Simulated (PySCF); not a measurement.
## Radial density of Nb(2+) (niobium, charge +2)

UHF, [Kr] 4d2 5s1, high-spin 4F determinant (an excited configuration). Calculation: PySCF 2.14, in ANO-RCC-VTZP; scalar relativity by spin-free X2C-1e.

```csv
r (bohr),4πr²ρ (e/bohr),4πr²(ρα − ρβ)
0.0300,50.63,0.0013
0.0505,43.30,-0.0043
0.0849,57.02,0.0196
0.143,57.40,0.1021
0.240,39.09,0.2548
0.404,45.80,0.1438
0.680,14.45,0.1411
1.14,9.865,1.1202
1.92,3.034,1.1720
3.23,0.5559,0.5319
5.44,0.05121,0.0512
9.15,0.0007613,0.0008
```

Densities and radii are taken from the X2C orbitals without a picture-change correction, which distorts them close to the nucleus.

(1) Where is the radial spin density 4πr²(ρα − ρβ) most negative, and why is it negative at all?

Results:

(1) Around r = 0.0505 bohr, down to -0.0043 e/bohr: exchange with the open shell polarises the paired shells in an unrestricted calculation.
